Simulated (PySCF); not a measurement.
Dipole moment and polarisability of `C=C(F)C(=O)C(C)C`

C6H9FO.
Geometry (GFN2-xTB, Å), atoms numbered from 1 in this order:
```
atom  x, y, z in Å
C1     2.9845   -0.2388    0.1029
C2     1.7433   -0.0529   -0.3248
F3     1.5181    0.5281   -1.5245
C4     0.5299   -0.4636    0.4374
O5     0.6445   -1.0225    1.5025
C6    -0.8006   -0.1084   -0.1922
C7    -1.9228   -0.9355    0.4240
C8    -1.0386    1.3917    0.0299
H9     3.1388   -0.7062    1.0581
H10    3.8413    0.0622   -0.4730
H11   -0.7407   -0.2977   -1.2688
H12   -1.7691   -1.9933    0.2254
H13   -2.8825   -0.6366    0.0109
H14   -1.9409   -0.7919    1.5012
H15   -1.9907    1.6783   -0.4102
H16   -0.2542    1.9869   -0.4308
H17   -1.0675    1.6121    1.0950
```

Level: B3LYP/def2-SVPD (PySCF), static field, nuclei fixed, core orbitals frozen in the response. The polarisability tensor in these axes (au):

```
x   97.09 -1.27  0.17
y   -1.27 66.54 -6.92
z    0.17 -6.92 67.87
```

**Question.** Give the principal values, the mean and the anisotropy Δα = √{½[(α1 − α2)² + (α2 − α3)² + (α1 − α3)²]}.

**Answer.** Principal values 60.23, 74.11 and 97.16 au; mean 77.17 au = 11.44 Å³ = 12.72 × 10⁻⁴⁰ C²·m²/J; Δα = 32.30 au (42 % of the mean).

**Question.** What is the dipole moment, and where does it point?

**Answer.** (0.07, 0.79, -1.12) D, 1.37 D in size, pointing from the negative to the positive side. Measured along this direction, the outermost atoms are O5 and H14 at the negative end and F3 at the positive end.

**Question.** What depolarisation ratio follows for Rayleigh scattering of linearly polarised light, taking the static tensor?

**Answer.** ρ = 3Δα²/(45ᾱ² + 4Δα²) = 3130.0/(267968 + 4173.3) = 0.0115.

**Question.** Find the Langevin capture rate constant for NO+ (29.998 u) meeting this molecule (116.064 u), k = 2.342 × 10⁻⁹ cm³/s × √(α in Å³ / reduced mass in u).

**Answer.** The reduced mass is 23.84 u, so k = 1.62 × 10⁻⁹ cm³/s. The formula leaves out the permanent dipole, which adds to the capture rate.

**Question.** What are the principal values of the traceless quadrupole moment, Θ = ½Σq(3rr − r²1), about the centre of nuclear charge?

**Answer.** -10.28, 0.48, 9.80 D·Å. The values depend on the origin, since the dipole doesn't vanish. The electronic extent ⟨r²⟩ about the same centre is 1033 bohr², a root-mean-square distance of 2.16 Å for the 62 electrons.

**Question.** Form Σ f/ω² (atomic units) for the 8 lowest TDDFT singlets, given as eV and f, and set it beside the mean polarisability, which is this sum over all singlets: 3.69, 0.0006; 5.49, 0.2276; 6.44, 0.0011; 6.57, 0.0278; 6.95, 0.0042; 7.02, 0.0054; 7.31, 0.0027; 7.37, 0.0202.

**Answer.** They add up to 6.57 au, 8.5 % of the 77.17 au; the largest single term is 5.59 au, from the state at 5.49 eV. Terms in order: 0.03, 5.59, 0.02, 0.48, 0.06, 0.08, 0.04, 0.28 au. Higher excitations give the rest. The strengths listed sum to 0.290.

**Question.** How large is μ²/3kT at 500 K beside α?

**Answer.** In Gaussian units μ²/3kT = 9.12 Å³ against 11.44 Å³, a ratio of 0.80; the Debye molar polarisation (4π/3)N_A(α + μ²/3kT) is 51.8 cm³/mol, leaving out the vibrational part.

Geometry: GFN2-xTB, one conformer, isolated molecule.
